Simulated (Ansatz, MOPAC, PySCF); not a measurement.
Torsion H4–C1–N2–Sn3 in CH7NSn (SMILES C[NH][SnH3]); at each angle all else is relaxed with GFN2-xTB, and the levels are single points there.
Geometry at 60° (charge 0, multiplicity 1):
```json
[
 {"atom": "C", "x (Å)": "-1.1414", "y (Å)": "-0.3988", "z (Å)": "0.3185"},
 {"atom": "N", "x (Å)": "-1.0319", "y (Å)": "0.2806", "z (Å)": "-0.9569"},
 {"atom": "Sn", "x (Å)": "-0.2718", "y (Å)": "2.1392", "z (Å)": "-1.0873"},
 {"atom": "H", "x (Å)": "-1.7723", "y (Å)": "0.1200", "z (Å)": "1.0484"},
 {"atom": "H", "x (Å)": "-1.5406", "y (Å)": "-1.3993", "z (Å)": "0.1603"},
 {"atom": "H", "x (Å)": "-0.1463", "y (Å)": "-0.4919", "z (Å)": "0.7509"},
 {"atom": "H", "x (Å)": "-1.9065", "y (Å)": "0.1880", "z (Å)": "-1.4581"},
 {"atom": "H", "x (Å)": "-0.4350", "y (Å)": "2.5426", "z (Å)": "-2.6827"},
 {"atom": "H", "x (Å)": "1.3201", "y (Å)": "1.9954", "z (Å)": "-0.6608"},
 {"atom": "H", "x (Å)": "-0.9763", "y (Å)": "3.3088", "z (Å)": "-0.1063"}
]
```

On the grid 0° to 120°, 0° is the highest and 60° the lowest point at MP2/CBS(def2-TZVPP, def2-QZVPP) + ΔCCSD(T)/def2-TZVPP.

Rows in STO-3G carry no dispersion term and start afresh at each structure; the Pople sets are all-electron and without relativity. The state that PM3 reach isn't checked.

The values were computed with Ansatz (a program for electronic structure) with Gaussian orbitals; MOPAC for PM3 (differences of heats of formation); PySCF for STO-3G rows, the dispersion terms. Values without a source in brackets are computed. In def2 rows elements past Kr take small-core potentials, without spin–orbit coupling.

Task: One of these levels gives 2.2 kJ/mol for the energy at 0° less that at 60°. Name it.
A. PBE/def2-TZVPP
B. B3LYP-D4/def2-TZVPP
C. PM3
D. HF/STO-3G

Result: D, HF/STO-3G. The others give 16.5 (PM3), 8.5 (PBE/def2-TZVPP), 6.6 (B3LYP-D4/def2-TZVPP)
